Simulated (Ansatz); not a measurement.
Relative stability

Two relaxed structures of BSiH$_{2}$OF, closed shell (PBE0-D4/def2-TZVP; forces vanish, vibrations not checked).

A:

```
6
angstrom
F -0.2464 -2.1094 0.1492
B 0.8216 0.1272 0.7796
O 1.6781 -0.3961 1.4606
Si -0.8853 0.0340 -0.3186
H -0.0235 -0.0906 -1.5650
H 0.5307 -1.9754 0.6667
```

B:

```
6
angstrom
F 0.3591 -2.2445 0.8665
B 0.2139 -1.0241 0.4208
O 1.0266 0.0431 0.5085
Si -0.3874 0.5790 -0.3733
H -0.0746 1.0043 -1.7575
H -1.1376 1.6422 0.3350
```

Program: Ansatz 0.2.0. Basis: def2-TZVPP. Cores are frozen in the correlated methods. B3LYP uses VWN-RPA correlation.

(1) Which structure is lower at CCSD(T), and by how much? (To be estimated.)

The T1 diagnostic stays at or below 0.018.

Results:

(1) By the calculation: B, by 236.8 kJ/mol (electronic energy, against the other). By their contacts, A is a complex of BSiHO ([O][B][SiH]) + HF and B is BSiH₂OF ([F][B]1[O][SiH2]1).

All methods give the same order:

```tsv
method	E(B) − E(A) (kJ/mol)
PBE-D4	-232.4
r2SCAN-D4	-260.4
PBE0-D4	-250.3
B3LYP-D4	-234.3
wB97M-V	-235.2
HF	-262.5
MP2	-248.1
CCSD	-240.8
CCSD(T)	-236.8
```

Labels in which every atom is bracketed show which atoms are joined, not bond orders.

For scale, one of the runs: CCSD(T)/def2-TZVPP, 163 basis functions, launched by `ansatz run in.yaml --threads 2 --pin off --events-out ev --progress --plain --max-ram 4352MiB`. Hardware: 2 CPU threads of an Intel Xeon Platinum 8175M, shared host. Wall time 28 s; peak host memory 1.3 GiB.
